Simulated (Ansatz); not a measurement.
Ansatz (a program for electronic structure) input (PBE/def2-TZVPD):

Ansatz 0.2 input:
```yaml
crystal:
  periodic: [false, false, false]
  atoms:
    - {symbol: Hg, position_ang: [-0.00939283, 0.25671129, 0.06036335]}
    - {symbol: Cl, position_ang: [1.77579843, -0.14127887, -1.83710570]}
    - {symbol: Cl, position_ang: [-1.73159686, -1.06677427, 1.55304286]}
basis:
  gaussian:
    orbitals: def2-TZVPD
hamiltonian:
  xc: {name: PBE}
total_charge: -1
magnetization: {spin_polarized: true, initial_magnetization: 1}
output: {forces: true}
```

End of the output:

```
integrals: 0.06 GiB planned
950 factors; their error is unknown
mean field: 0.51 GiB planned
mean field evaluation 1: about -29216.2426 eV, gradient 1.6e1 eV
mean field evaluation 2: about -29215.1339 eV, gradient 2.4e1 eV
mean field evaluation 4: about -29217.2439 eV, gradient 1.2e0 eV
mean field evaluation 8: about -29217.2527 eV, gradient 1.3e-2 eV
mean field evaluation 16: about -29217.2420 eV, gradient 3.9e-5 eV
mean field -29217.24204378 eV, -1073.7138409510 hartree, gradient 2.4e-5 eV, S^2 0.751558; 0 other end points of the search recorded, 0 dependent functions left out
the calculation of the forces begins
reference -29217.24208844 eV, -1073.7138425923 hartree; 28, 27 occupied and 110, 111 virtual orbitals, 950 factors
Total energy: -29217.24208844 eV, -1073.7138425923 hartree
Atom 0 at    -0.009393     0.256711     0.060363 Å, force     0.001836    -0.050185    -0.011801 eV/Å
Atom 1 at     1.775798    -0.141279    -1.837106 Å, force    -0.011717     0.022243     0.016338 eV/Å
Atom 2 at    -1.731597    -1.066774     1.553043 Å, force     0.009881     0.027942    -0.004538 eV/Å
Dipole moment:    -0.019937     0.544895     0.128127 e Å
```

The spin state was set by rule; other spins were not relaxed.
